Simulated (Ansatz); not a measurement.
Species: C7H12BN, SMILES `B[C@@H]1CCCC[C@H]1C#N` (charge 0, multiplicity 1).

### Question
Give a relaxed geometry from Ansatz (a quantum-chemistry and plane-wave program) with PBE0-D3(BJ)/def2-SVP.

### Answer
One answer among several that fit: the end point of this relaxation, one of several conformers (outside a Z-matrix the atoms follow the SMILES, hydrogens last).
Bonded distances (Å): B1–C2 1.565, B1–H10 1.210, B1–H11 1.209, C2–C3 1.546, C2–C7 1.542, C2–H12 1.106, C3–C4 1.526, C3–H13 1.101, C3–H14 1.106, C4–C5 1.524, C4–H15 1.104, C4–H16 1.102, C5–C6 1.523, C5–H17 1.105, C5–H18 1.101, C6–C7 1.535, C6–H19 1.104, C6–H20 1.101, C7–C8 1.461, C7–H21 1.106, C8–N9 1.158. Angles (°): C2–B1–H10 121.2, C2–B1–H11 119.6, H10–B1–H11 119.1, B1–C2–C3 105.9, B1–C2–C7 115.5, B1–C2–H12 109.7, C3–C2–C7 109.9, C3–C2–H12 107.0, C7–C2–H12 108.5, C2–C3–C4 111.7, C2–C3–H13 109.8, C2–C3–H14 109.6, C4–C3–H13 110.2, C4–C3–H14 109.0, H13–C3–H14 106.4, C3–C4–C5 111.8, C3–C4–H15 108.9, C3–C4–H16 109.8, C5–C4–H15 109.3, C5–C4–H16 110.4, H15–C4–H16 106.5, C4–C5–C6 111.6, C4–C5–H17 109.4, C4–C5–H18 110.4, C6–C5–H17 109.2, C6–C5–H18 109.8, H17–C5–H18 106.3, C5–C6–C7 110.7, C5–C6–H19 110.0, C5–C6–H20 110.9, C7–C6–H19 108.6, C7–C6–H20 109.9, H19–C6–H20 106.7, C2–C7–C6 112.3, C2–C7–C8 110.4, C2–C7–H21 107.9, C6–C7–C8 111.3, C6–C7–H21 108.4, C8–C7–H21 106.4, C7–C8–N9 178.6.
